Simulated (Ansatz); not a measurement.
[NbOF4]- (NbOF4⁻), relaxed as a singlet with RKS r2SCAN-D4/def2-SVPD in Ansatz, starting from the GFN2-xTB geometry. Force threshold 0.02 eV/Å.

In the def2 sets Nb takes a core potential; there is no spin–orbit coupling.

Start:

```xyz
6

Nb    0.032    0.055   -0.024
O     0.814    1.447   -0.625
F    -1.624    0.639    0.669
F     0.557   -0.108    1.782
F     1.202   -1.391   -0.346
F    -0.982   -0.641   -1.456
```

Estimate the energy that the relaxation releases and the steps that it takes.

0.15 eV, in 4 steps; 9 s on 4 threads of Arm Neoverse V1 on a shared host. No frequencies were taken in this run, so the end may be a saddle point.

Does the start keep its bonding and symmetry?

By distances, no bond broke or formed. The bond that changes most is Nb1–F3, from 1.89 to 1.94 Å (atoms count from 1). Point group C4v at the start, C4v at the end, both within 0.05 Å.

Predict the relaxed structure.


Cartesian coordinates in Å:
```
Nb 0.030 0.053 -0.023
O 0.821 1.458 -0.630
F -1.666 0.665 0.684
F 0.579 -0.105 1.827
F 1.241 -1.421 -0.357
F -1.005 -0.651 -1.501
```
Bond lengths: 4 × F–Nb 1.94 Å; 1 × Nb–O 1.72 Å.
